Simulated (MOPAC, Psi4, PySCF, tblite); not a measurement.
Two rigid molecules brought together: HCl ··· CH3Cl (SMILES Cl and CCl). Monomers: optimised at B3LYP-D3(BJ) (def2-TZVP), held rigid. Orientation: a higher rigid-body minimum at GFN2-xTB. R is the distance of the centres of mass, along which the second monomer moves.

Geometry at R = 3.32 Å (first 2 atoms: monomer A):
```
7

Cl     0.6410     0.0000     0.0000
H     -0.6410     0.0000     0.0000
C     -1.4091    -0.7632    -2.7103
Cl    -2.4976    -0.2234    -1.3899
H     -1.9502    -0.6940    -3.6491
H     -0.5389    -0.1139    -2.7228
H     -1.1162    -1.7900    -2.5136
```

- PM3, restricted, heats of formation (MOPAC)
- MP2/aug-cc-pVTZ = DF-MP2/aug-cc-pVTZ, frozen core, counterpoise-corrected (Psi4)
- RKS-B3LYP/6-31G* = restricted B3LYP/6-31G*, spherical d, no counterpoise correction (PySCF)
- RMP2/6-31G* = PySCF with restricted MP2 (frozen core)/6-31G*, spherical d, no counterpoise correction
- GFN2-xTB (tblite)

Interaction energies in kJ/mol (negative: bound); R is the distance of the centres of mass, d the H2···Cl4 distance.

| R / Å | d / Å | PM3 | MP2/aug-cc-pVTZ | RKS-B3LYP/6-31G* | RMP2/6-31G* | GFN2-xTB |
|---|---|---|---|---|---|---|
| 2.68 | 1.69 | 9.53 | 62.60 | 82.30 | 89.85 | 42.17 |
| 2.89 | 1.90 | -4.23 | 15.37 | 28.40 | 32.36 | 4.70 |
| 3.11 | 2.12 | -4.99 | -5.86 | 2.66 | 3.95 | -10.21 |
| 3.32 | 2.33 | -7.19 | -12.97 | -7.17 | -7.35 | -13.49 |
| 3.49 | 2.50 | -7.36 | -14.26 | -9.86 | -10.67 | -13.09 |
| 3.75 | 2.76 | -5.41 | -13.02 | -9.88 | -11.10 | -11.02 |
| 4.02 | 3.03 | -3.44 | -10.52 | -8.09 | -9.39 | -8.78 |
| 4.33 | 3.34 | -2.15 | -7.79 | -5.89 | -7.08 | -6.71 |
| 4.83 | 3.84 | -1.31 | -4.69 | -3.45 | -4.30 | -4.34 |
| 5.54 | 4.55 | -0.81 | -2.41 | -1.81 | -2.22 | -2.38 |
| 6.54 | 5.55 | -0.45 | -1.09 | -0.93 | -1.06 | -1.11 |
| 7.79 | 6.80 | -0.24 | -0.50 | -0.48 | -0.52 | -0.51 |

Lowest grid point: PM3 -7.36 kJ/mol at R = 3.49 Å; MP2/aug-cc-pVTZ -14.26 kJ/mol at R = 3.49 Å; RKS-B3LYP/6-31G* -9.88 kJ/mol at R = 3.75 Å; RMP2/6-31G* -11.10 kJ/mol at R = 3.75 Å; GFN2-xTB -13.49 kJ/mol at R = 3.32 Å.
